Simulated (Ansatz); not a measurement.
BF4, that is [BF4]- with one electron fewer. Charge 0, multiplicity 2. Geometry PBE-D4/def2-SVPD, that of the charge -1 singlet; atoms count from 1.

| atom | x (Å) | y (Å) | z (Å) |
| --- | --- | --- | --- |
| B1 | 0.000 | 0.000 | 0.000 |
| F2 | 0.741 | -0.184 | -1.203 |
| F3 | 0.538 | -0.836 | 1.021 |
| F4 | -1.365 | -0.343 | -0.225 |
| F5 | 0.086 | 1.363 | 0.407 |

Q: Estimate the Mulliken populations from the PBE0/def2-TZVPD orbitals of Ansatz.

A: 
```csv
atom,charge (e),spin (α − β)
B1,0.67,-0.08
F2,-0.17,0.27
F3,-0.17,0.27
F4,-0.17,0.27
F5,-0.17,0.27
```
Mulliken values depend strongly on the basis. With diffuse functions, as here, like atoms can get unlike values, and bond orders can come out too low or too high.

Q: Where does the spin sit?

A: Summed by element: B -0.08, F 1.08, of 1 unpaired in all. Largest on single atoms: F2 0.27, F3 0.27, F4 0.27.

Q: And the Mayer bond orders between heavy atoms (over 0.3)?

A: B1–F2 0.92 (1.42 Å); B1–F3 0.92 (1.42 Å); B1–F4 0.92 (1.42 Å); B1–F5 0.92 (1.42 Å).
